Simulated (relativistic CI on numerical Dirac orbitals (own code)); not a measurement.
**Hyperfine structure of Mn VI, mass number 55**

Computed by Dirac-Coulomb-Breit CI, orbitals from a KLI potential per configuration, QED by a radiative potential, valence Slater integrals scaled by 0.85, P86 correlation energy added to each configuration (own radial code, finite nucleus).

Configuration list (outside the closed core [Ne]): 3s2 3p6 3d2, 3s2 3p6 3d 4s, 3s2 3p5 3d3, 3s2 3p6 3d 4p, 3s2 3p6 3d 4d, 3s 3p6 3d3, 3s2 3p6 3d 5s, 3s2 3p6 3d 4f, 3s2 3p6 3d 5p, 3s2 3p6 4s2, 3s2 3p6 3d 5d, 3s2 3p6 3d 5f, 3s2 3p6 3d 5g, 3s2 3p6 4s 4p, 3s2 3p5 3d2 4s. Double excitations out of closed p, d and f shells are left out; levels of such configurations are missing from the list, as are those of other unlisted configurations, and high levels can miss mixing partners.

Nuclear spin I = 5/2, μ = 3.4669 μN, Q = 0.33 b (tables of Stone and Pyykkö). The electronic factors are computed for point nuclear moments, without core polarisation or the Bohr-Weisskopf and QED corrections.

```json
{"Level": "3s2 3p6 3d2 3F_2", "E (eV)": "0.0000", "A (MHz)": "1166", "B (MHz)": "89.9"}
{"Level": "3s2 3p6 3d2 3F_3", "E (eV)": "0.0891", "A (MHz)": "758.4", "B (MHz)": "98.5"}
{"Level": "3s2 3p6 3d2 3F_4", "E (eV)": "0.1992", "A (MHz)": "575.6", "B (MHz)": "132"}
{"Level": "3s2 3p6 3d2 1D_2", "E (eV)": "1.8801", "A (MHz)": "787.8", "B (MHz)": "-114"}
{"Level": "3s2 3p6 3d2 3P_1", "E (eV)": "2.1849", "A (MHz)": "39.04", "B (MHz)": "91.7"}
{"Level": "3s2 3p6 3d2 3P_2", "E (eV)": "2.2542", "A (MHz)": "496.9", "B (MHz)": "-181"}
{"Level": "3s2 3p6 3d2 1G_4", "E (eV)": "3.0038", "A (MHz)": "779.6", "B (MHz)": "523"}
{"Level": "3s2 3p6 3d 4s 3D_1", "E (eV)": "31.8378", "A (MHz)": "-2245", "B (MHz)": "101"}
```

Levels with J = 0, under 50 % of one LS term, or S terms without an open s electron are left out. Small factors come from cancelling terms and can be off by tens of per cent or more.

At this charge configurations can still be misplaced by up to about 7 % of their energy. 38 of the 38 excited levels that our extract of the measured tables holds in this range could be paired (the sources list more); they are missed by 4452 cm⁻¹ on average and 6692 at most, and levels without a partner can miss by more. Some levels of the ground configuration have no partner and can miss by 10 % or more.

Task: Give the hyperfine levels of 3s2 3p6 3d2 3F_2 relative to its centre of gravity.

Result: With K = F(F + 1) − I(I + 1) − J(J + 1), E = AK/2 + B[¾K(K + 1) − I(I + 1)J(J + 1)]/[2I(2I − 1)J(2J − 1)]: F = 1/2: -8098, F = 3/2: -6390, F = 5/2: -3520, F = 7/2: 544.7, F = 9/2: 5852 MHz.
